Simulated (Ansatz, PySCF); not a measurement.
H9NSi3, charge +1, doublet, geometry from GFN2-xTB (a state made from the parent by changing its charge; the spin is typed, not shown lowest). Base run: HF/6-31G* in PySCF.

Input for PySCF:
```python
from pyscf import gto, scf

mol = gto.Mole()
mol.atom = '''
    Si    0.27110912    1.68440832    0.47136613
    N    -0.00944047   -0.00368159   -0.00591325
    Si   -1.64180238   -0.53915315   -0.45935453
    Si    1.34223354   -1.15653572   -0.03014888
    H    -1.01450413    2.36433936    0.41121065
    H     0.85738604    1.56453262    1.81003307
    H     1.26892506    2.14419502   -0.50048565
    H    -1.99110681    0.35218201   -1.57048559
    H    -1.54843332   -1.95154456   -0.79918500
    H    -2.43916738   -0.23163465    0.73250835
    H     0.90430539   -2.20346445    0.89924723
    H     1.34352183   -1.64697891   -1.41209643
    H     2.53413955   -0.42529458    0.37402480
'''
mol.basis = '6-31g*'
mol.charge = 1
mol.spin = 1
mol.verbose = 3
mol.build()

mf = scf.UHF(mol)
mf.kernel()
```

The same geometry, method and basis name were run in Ansatz (a quantum-chemistry and plane-wave program) and PySCF, at each program's defaults and at the settings that a row names. The base is PySCF at its defaults. Differences at the defaults can come from grids, fitting, cores and function types together.

| code and settings | ΔE vs base (µEh) | basis functions | E (Eh) | SCF cycles |
|---|---|---|---|---|
| PySCF, defaults (exact integrals, spherical functions) | 0.0 | 86 | -926.19144 | 12 |
| Ansatz, defaults (factorised integrals, Cartesian functions) | -3604 | 90 | -926.19504 | - |
| PySCF, density fitting with def2-universal-jkfit | 59.6 | 86 | -926.19138 | 12 |
| Ansatz, high accuracy, Cartesian functions as the basis file defines them | -3611 | 90 | -926.19505 | - |

Open shells are given as the SCF converged; they aren't shown to be the lowest states, and a large step between rows can be another state.
